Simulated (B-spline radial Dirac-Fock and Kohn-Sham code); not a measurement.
How the settings move the core levels of Bi²⁺

ΔSCF core binding energies without Breit or QED terms, calculated with a radial atomic solver. Keys: rel is the Hamiltonian (dirac, or spin-free x2c and nr, where L3 and M5 stand for the whole 2p and 3d shells), method is hf or an exchange,correlation pair (spin-unpolarised, also for the hole states), nuc the nuclear model, radius_factor scales its radius, rmax is the box in bohr, h the logarithmic mesh step, order the B-spline order, points the quadrature points per cell, c_factor scales the speed of light, and damp, ndamp, maxit and tol steer the iteration. The run stops when the commutator error falls below 10·tol·max(1, Z/10), or the numerical noise floor, and the energy has settled to about 1e-8 Ha; the virial ratio is −V/T.

Base input:

```json
{"items": [{"Z": 83, "q": 2, "cfg": [[1, 0, 2], [2, 0, 2], [2, 1, 6], [3, 0, 2], [3, 1, 6], [3, 2, 10], [4, 0, 2], [4, 1, 6], [4, 2, 10], [4, 3, 14], [5, 0, 2], [5, 1, 6], [5, 2, 10], [6, 0, 2], [6, 1, 1]], "A": 209, "rrms": 5.5211, "do": "settings", "holes": ["K", "L3", "M5"],
  "settings": [{"rel": "dirac", "method": "hf", "nuc": "fermi", "radius_factor": 1.0, "rmax": 45.0, "h": 0.3, "order": 8, "points": 10, "c_factor": 1.0, "maxit": 60, "damp": 0.5, "ndamp": 3, "tol": 1e-08}]}]}
```

The ground state converged in 10 iterations, with total energy -21564.85406 Ha, virial ratio 1.85648 and highest orbital energy -22.42 eV. ΔSCF binding energies: K (1s) 91063.9 eV, L3 (2p3/2) 13486.4 eV, M5 (3d5/2) 2611.5 eV.

Changes from the base run:

| changed setting | Δ total energy (Ha) | Δ K (eV) | Δ L3 (eV) | Δ M5 (eV) | iterations |
| --- | --- | --- | --- | --- | --- |
| h = 0.18 | -0.00011 | 0.00 | 0.00 | 0.00 | 10 |
| method = "pw91,pw91"; h = 0.18; c_factor = 2.0 | ? | ? | ? | ? | ? |
| order = 9 | 0.00000 | 0.00 | 0.00 | 0.00 | 10 |
| rmax = 25.0 | 0.00000 | 0.00 | 0.00 | 0.00 | 10 |
| rel = "nr"; rmax = 25.0; c_factor = 2.0 | +1470.13091 | -9490.92 | -97.02 | +68.44 | 10 |
| c_factor = 2.0 | +1155.20347 | -7482.84 | -68.22 | +52.88 | 10 |
| damp = 0.0 | 0.00000 | 0.00 | 0.00 | 0.00 | 10 |

Q: What does the change method = "pw91,pw91"; h = 0.18; c_factor = 2.0 do?

A: The total energy moves by +1148.67770 Ha and the binding energies by K -7446.78 eV, L3 -116.71 eV, M5 +32.10 eV; the run takes 9 iterations.
